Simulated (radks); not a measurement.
Spherical quantum dot in the effective-mass picture: electrons in a parabolic well V = omega^2 r^2 / 2 with omega = 0.121, all in effective atomic units (hartree* = m*/eps^2 hartree, bohr* = eps/m* bohr), one dielectric constant everywhere. Calculated with a radial shooting solver with Libxc functionals: non-relativistic Kohn-Sham, LDA (Slater exchange, Perdew-Wang correlation), spin-polarised, spherical densities. Levels are named by radial order and angular momentum (1s, 1p, 1d, 2s, ...), and open shells are averaged over m. Each electron was tried in the lowest free levels, single moves between levels near the top were tried too, and the lowest total energy was kept; such a search can miss a lower state. At N = 1 the Hartree and exchange-correlation terms need not cancel, so that row can carry a self-interaction error.

N,open shells,2S,E (hartree*),mu = E(N) - E(N-1) (hartree*),addition energy mu(N+1) - mu(N) (hartree*),e(HOMO) (hartree*),rms radius (bohr*)
1,"1s(up 1, down 0)",1,0.186143,0.18614,0.2197,0.28073,3.579
2,none,0,0.591983,0.40584,0.2417,0.49029,4.137
3,"1p(up 1, down 0)",1,1.23955,0.64756,0.1404,0.71814,4.778
4,"1p(up 2, down 0)",2,2.02753,0.78798,0.1366,0.85711,5.207
5,"1p(up 3, down 0)",3,2.95211,0.92458,0.1560,0.99118,5.552
6,"1p(up 3, down 1)",2,4.03265,1.0805,0.1203,1.1410,5.870
7,"1p(up 3, down 2)",1,5.23348,1.2008,0.1179,1.2603,6.147
8,none,0,6.55224,1.3188,0.1684,1.3768,6.397
9,"1d(up 1, down 0)",1,8.03946,1.4872,0.1064,1.5407,6.665
10,"1d(up 2, down 0)",2,9.63303,1.5936,0.1044,1.6461,6.904
11,"1d(up 3, down 0)",3,11.3310,1.6980,0.1025,1.7496,7.123
12,"1d(up 4, down 0)",4,13.1315,1.8005,0.1006,1.8511,7.325
13,"1d(up 5, down 0)",5,15.0326,1.9011,0.1174,1.9507,7.515
14,"1d(up 5, down 1)",4,17.0510,2.0184,0.09463,2.0660,7.698
15,"1d(up 5, down 2)",3,19.1641,2.1131,0.09340,2.1600,7.871
16,"1d(up 5, down 3)",2,21.3706,2.2065,0.09213,2.2528,8.036
17,"1d(up 5, down 4)",1,23.6692,2.2986,0.09086,2.3443,8.192
18,none,0,26.0587,2.3895,0.1045,2.4345,8.343
19,"2s(up 1, down 0)",1,28.5526,2.4940,0.1015,2.5391,8.491
20,none,0,31.1481,2.5955,0.09899,2.6398,8.634
21,"1f(up 1, down 0)",1,33.8426,2.6945,0.08393,2.7366,8.778
22,"1f(up 2, down 0)",2,36.6211,2.7784,0.08304,2.8201,8.916
23,"1f(up 3, down 0)",3,39.4826,2.8615,0.08215,2.9027,9.049
24,"1f(up 4, down 0)",4,42.4262,2.9436,0.08129,2.9844,9.178
25,"1f(up 5, down 0)",5,45.4511,3.0249,0.08045,3.0653,9.302
26,"1f(up 6, down 0)",6,48.5565,3.1054,0.07963,3.1453,9.422
27,"1f(up 7, down 0)",7,51.7415,3.1850,0.09299,3.2246,9.539
28,"1f(up 7, down 1)",6,55.0195,3.2780,0.07714,3.3167,9.655
29,"1f(up 7, down 2)",5,58.3746,3.3551,0.07650,3.3935,9.767
30,"1f(up 7, down 3)",4,61.8062,3.4316,0.07586,3.4697,9.876
31,"1f(up 7, down 4)",3,65.3137,3.5075,0.07523,3.5452,9.983
32,"1f(up 7, down 5)",2,68.8965,3.5827,0.07461,3.6201,10.09
33,"1f(up 7, down 6)",1,72.5538,3.6573,0.07401,3.6944,10.19
34,none,0,76.2852,3.7313,0.09242,3.7681,10.29
35,"2p(up 1, down 0)",1,80.1089,3.8238,0.07326,3.8604,10.39
36,"2p(up 2, down 0)",2,84.0060,3.8970,0.07299,3.9336,10.48
37,"2p(up 3, down 0)",3,87.9760,3.9700,0.08290,4.0064,10.58
38,"2p(up 3, down 1)",2,92.0289,4.0529,0.07090,4.0885,10.67
39,"2p(up 3, down 1) 1g(up 1, down 0)",3,96.1527,4.1238,0.06969,4.1587,10.77
40,"2p(up 3, down 1) 1g(up 2, down 0)",4,100.346,4.1935,0.06922,4.2282,10.86
41,"2p(up 3, down 1) 1g(up 3, down 0)",5,104.609,4.2627,-,4.2972,10.95

All shells are closed at N = 2, 8, 18, 20, 34 (there: 1s2 1p6 1d10 2s2 1f14); the second difference of the energy has clear peaks (12 % above both neighbours; the first and last values, which can be the largest, are not judged, and half-filled shells can peak too) at N = 5, 8, 13, 27, 34, 37.
